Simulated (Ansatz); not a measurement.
Harmonic frequencies (cm⁻¹) at PBE0-D4/def2-TZVP from Ansatz: 55, 87, 139, 224, 260, 277, 376, 437, 455, 503, 726, 817, 893, 898, 929, 948, 1048, 1156, 1168, 1199, 1366, 1386, 1400, 1410, 1471, 1476, 1485, 1499, 2989, 3050, 3054, 3128, 3134, 3134, 3136, 3841.

Each molecule was computed in one conformer, which needn't be the lowest.

**Question.** Which molecule is it?
A. `[SiH3]O[Si]O[SiH3]`
B. `CC[Si]O[SiH3]`
C. `CC(C)O[Si]Cl`
D. `CC(C)O[Si]O`

**Answer.** D.
